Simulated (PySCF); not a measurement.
Compound: C5H6F3Si (doublet state).
Cartesian coordinates in Å at the GFN2-xTB level; atoms count from 1:
```xyz
15
C5H6F3Si angstrom
C      3.3948   -0.2015    0.0514
C      1.9768   -0.0085    0.2145
C      0.7763    0.1093    0.3180
Si    -0.9910    0.4773    0.6035
C     -1.8745    1.3971   -0.8360
F     -1.3519    2.6610   -1.0010
C     -1.9093   -1.2297    0.7905
F     -3.1908   -1.0527    1.2175
F     -2.0083   -1.8427   -0.4278
H      3.9307    0.2668    0.8768
H      3.7233    0.2486   -0.8849
H      3.6275   -1.2659    0.0348
H     -2.9485    1.5209   -0.6638
H     -1.7267    0.8737   -1.7876
H     -1.4326   -1.9458    1.4721
```

The hyperfine couplings belong to this conformer and change with its torsions.

The species is `[Si](C(F)F)(C#CC)CF` [radical].

Computed, not measured: PySCF, UKS B3LYP, pcH-1 on C F H Si, non-relativistic, mean-field spin-orbit, GIAO. Geometry: GFN2-xTB, one conformer, isolated molecule. GFN2-xTB frequencies show an imaginary mode (27i cm⁻¹), so this geometry is no minimum at that level. Couplings are sensitive to structure, and on GFN2-xTB geometries they can be far from those on DFT ones, by a factor of two or more for some ions and for spin on atoms past the first row. Stability of the SCF solution: not tested.

Computed for the main isotopes (class means, splittings of 0.05 mT or more): g = 2.0025; F8/F9 19F +51.1 MHz (1.82 mT); H13/H14 1H +22.4 MHz (0.80 mT); F6 19F +19.8 MHz (0.71 mT); H10/H11/H12 1H +12.8 MHz (0.46 mT); H15 1H -3.0 MHz (0.11 mT); 144 first-order lines, 7.43 mT wide.

What changes when 1H at H13/H14 is replaced by 2H at both sites?

The spin density stays the same (vibrational effects aside), so a scales with the nuclear g factor: 0.85744/5.58569 = 0.1535, so a goes from +22.4 to +3.4 MHz (0.123 mT). The spin goes from 1/2 to 1, so the 1:2:1 triplet becomes a 1:2:3:2:1 quintet. The spectrum then has 240 first-order lines over 6.32 mT.

Give position and intensity of the satellites from 29Si at Si4.

a = -551.7 MHz, or 19.68 mT in magnitude, and I = 1/2, so to first order each main line has two satellites, at ±9.84 mT. The isotope's abundance is about 4.7 %, shared among 2 lines, so each has 2.5 % of the main line's intensity. At 340 mT second-order shifts move them to lower field by up to 0.28 mT.

Where do the 13C satellites of C7 appear, and how strong are they?

a = +43.3 MHz, or 1.54 mT in magnitude, and I = 1/2, so to first order each main line has two satellites, at ±0.77 mT. The isotope's abundance is about 1.07 %, shared among 2 lines, so each has 0.54 % of the main line's intensity.

Class means assume fast exchange of nuclei equivalent by connectivity; if that motion is slow, each nucleus keeps its own coupling. The three 1H nuclei of mean +12.8 MHz run from 5.4 to 25.1 MHz in the frozen geometry. The 19F value of +51.1 MHz is a mean of couplings from -1.7 to 103.9 MHz in this one geometry, not an average over conformers. The 1H value of +22.4 MHz is a mean of couplings from -2.8 to 47.5 MHz in this one geometry, not an average over conformers.
